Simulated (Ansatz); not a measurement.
`FB1B[SiH2]1` at its PBE0-D4/def2-TZVP geometry, where that method's forces vanish. The species carries charge 0 and has multiplicity 1.

```xyz
7

F    -1.0186    1.5549   -1.6107
B    -0.4199    0.4817   -1.2715
B     0.2925   -0.7485   -0.6902
Si    0.1822   -0.0814    1.0400
H     0.7597   -1.7598   -1.0935
H     0.6628   -0.6808    2.3132
H    -0.4587    1.2339    1.3128
```

Question: What forces (eV/Å) does ωB97M-V/def2-TZVPP give on these atoms in the Gaussian-basis code of Ansatz? (An estimate is asked.)

Answer: The calculation gave: 
```
F1  -0.084  0.152 -0.042
B2   0.105 -0.185  0.067
B3   0.033 -0.021  0.159
Si4  0.007 -0.022 -0.031
H5  -0.065  0.134  0.037
H6  -0.065  0.086 -0.155
H7   0.069 -0.143 -0.036
```
